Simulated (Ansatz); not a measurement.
Mulliken charges of CH3ClFSTa (`[CH3][Ta]([F])(=[S])[Cl]`) from B3LYP/def2-TZVPP in Ansatz (PBE0-D4/def2-TZVP geometry).

| atom | x (Å) | y (Å) | z (Å) | charge (e) |
| --- | --- | --- | --- | --- |
| C1 | -0.668 | 0.741 | 0.513 | -0.434 |
| Ta2 | 0.534 | -0.671 | -0.526 | 0.827 |
| F3 | -0.543 | -1.397 | -1.858 | -0.296 |
| S4 | 1.001 | -2.144 | 0.964 | -0.241 |
| Cl5 | 2.408 | 0.425 | -1.238 | -0.222 |
| H6 | -0.963 | 1.541 | -0.178 | 0.111 |
| H7 | -0.111 | 1.178 | 1.347 | 0.128 |
| H8 | -1.567 | 0.270 | 0.920 | 0.127 |

Task: By hand: the dipole of these point charges (1 e Å = 4.8032 D).

Result: Σ q r = (-0.204, 0.315, 0.204) e Å, of length 0.427 e Å = 2.05 D.

Task: How does the dipole of the full density compare? (Estimate.)

Result: Ansatz gave: (-0.201, 0.439, -0.080) e Å, 2.35 D; the point charges give 0.87 times that, at 39° from its direction.

Point charges leave out the atoms' own dipoles, such as those of lone pairs, and Mulliken's split depends on the basis, so the two needn't agree.

B3LYP here is the variant with VWN-RPA as its local correlation; programs differ in this.
